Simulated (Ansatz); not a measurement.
Input file for Ansatz (a quantum-chemistry and plane-wave program): R-r2SCAN/def2-TZVPPD on HCl (SMILES Cl) with ghost functions, monomers drawn apart or pushed together. Files ending in .json are basis or fitting sets from the Basis Set Exchange.

Ansatz 0.2 input:
```yaml
crystal:
  periodic: [false, false, false]
  atoms:
    - {symbol: Cl, position_ang: [0.24530721, 1.00910989, -1.14696121]}
    - {symbol: H, position_ang: [0.25030765, 0.59688010, 0.08579232]}
basis:
  gaussian:
    orbitals: def2-TZVPPD.json
    ghost_atoms:
      - {symbol: C, position_ang: [0.26968572, -1.09706823, 5.15217948]}
      - {symbol: C, position_ang: [0.26463809, -0.63658162, 3.77462813]}
      - {symbol: N, position_ang: [0.26095873, -0.27257248, 2.68668153]}
      - {symbol: H, position_ang: [-0.42425833, -1.92955362, 5.26931460]}
      - {symbol: H, position_ang: [1.27025758, -1.42829640, 5.43054726]}
      - {symbol: H, position_ang: [-0.03300697, -0.28762791, 5.81663234]}
hamiltonian:
  xc: {name: r2SCAN}
scf: {lower_state_search: off}
```

Output:

```
WARN ansatz: RAYON_NUM_THREADS=1 ignored (pool sized by the plan → 1); use --threads N
Functional definition: r2SCAN
these checks for a lower state are left out or cut short: stability, starts, cluster_reference, orbital_swaps, neighbouring_geometries, increment
integrals: 0.12 GiB planned
1028 factors; their error is unknown
mean field: 0.92 GiB planned
mean field evaluation 1: about -12538.4035 eV, gradient 1.0e1 eV
mean field evaluation 2: about -12538.4505 eV, gradient 1.1e1 eV
mean field evaluation 4: about -12538.6531 eV, gradient 4.1e-1 eV
mean field evaluation 8: about -12538.6460 eV, gradient 1.6e-3 eV
mean field -12538.64595897 eV, -460.7867399926 hartree, gradient 6.4e-6 eV, S^2 0.000000; 0 other end points of the search recorded, 0 dependent functions left out
reference -12538.64597605 eV, -460.7867406202 hartree; 9, 9 occupied and 221, 221 virtual orbitals, 1028 factors
Total energy: -12538.64597605 eV, -460.7867406202 hartree
Checks for a lower state left out: stability, starts, cluster_reference, orbital_swaps, neighbouring_geometries, increment
```

The run converged.

Cost: roughly 3.0 core-seconds.
